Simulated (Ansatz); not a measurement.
`[NH2][InH][Cl]`, relaxed with RKS PBE0-D4/def2-TZVP in Ansatz from a PBE-D4/def2-SVP geometry. The force threshold is 0.005 eV/Å; the program also tests the step.

Charge 0, multiplicity 1. In takes the def2 core potential.

Start:

```xyz
6

N     1.002   -0.591    0.290
In   -0.851    0.200   -0.007
Cl   -0.639    2.511   -0.543
H     1.131   -1.597    0.143
H     1.776   -0.079   -0.147
H    -2.419   -0.443    0.263
```

Problem. By how much does the energy fall, and how many steps does the optimiser take? (Best estimate.)

Solution. Computed: 0.04 eV, in 7 steps, 1 of them rejected.

Problem. Which bonds change most? (Estimate.)

Solution. Computed: In2–Cl3 from 2.382 to 2.339 Å; N1–In2 from 2.036 to 1.995 Å; In2–H6 from 1.716 to 1.693 Å; N1–H5 from 1.026 to 1.008 Å.

Problem. Give the relaxed structure. (Estimate.)

Solution. Ansatz gave: 
```xyz
6

N     0.974   -0.584    0.228
In   -0.843    0.209    0.007
Cl   -0.634    2.477   -0.525
H     1.124   -1.579    0.184
H     1.766   -0.083   -0.144
H    -2.388   -0.440    0.250
```
